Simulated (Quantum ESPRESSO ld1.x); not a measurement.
Q: Nb2+, configuration [Kr] 4d3. Calculated with ld1.x of Quantum ESPRESSO 7.5: non-relativistic Kohn-Sham, LDA (Slater exchange, Perdew-Zunger correlation), spin-polarised, spherical densities, point nucleus; open shells are filled with parallel spins first; relativity is left out, which matters for an element this heavy. Some entries of the table are withheld. Estimate them.

orbital  occ.  eigenvalue (hartree)  r(max) (bohr)
1s down     1              -674.413        0.02463
1s up       1              -674.413        0.02463
2s up       1              -93.3978         0.1378
2s down     1              -93.3864         0.1378
2p up       3              -85.9276         0.1084
2p down     3              -85.9190         0.1084
3s up       1              -16.0473         0.4069
3s down     1              -16.0394         0.4069
3p up       3              -13.2068         0.3943
3p down     3              -13.1981         0.3943
3d up       5                   (1)         0.3337
3d down     5                   (2)         0.3338
4s up       1                   (3)          1.055
4s down     1                   (4)          1.051
4p up       3              -1.91588          1.130
4p down     3              -1.85074          1.125
4d up       3              -0.74695          1.438
4d down     0              -0.67750          1.430

A: 
(1) 3d up eigenvalue (hartree): -7.99550
(2) 3d down eigenvalue (hartree): -7.98377
(3) 4s up eigenvalue (hartree): -2.70582
(4) 4s down eigenvalue (hartree): -2.64490
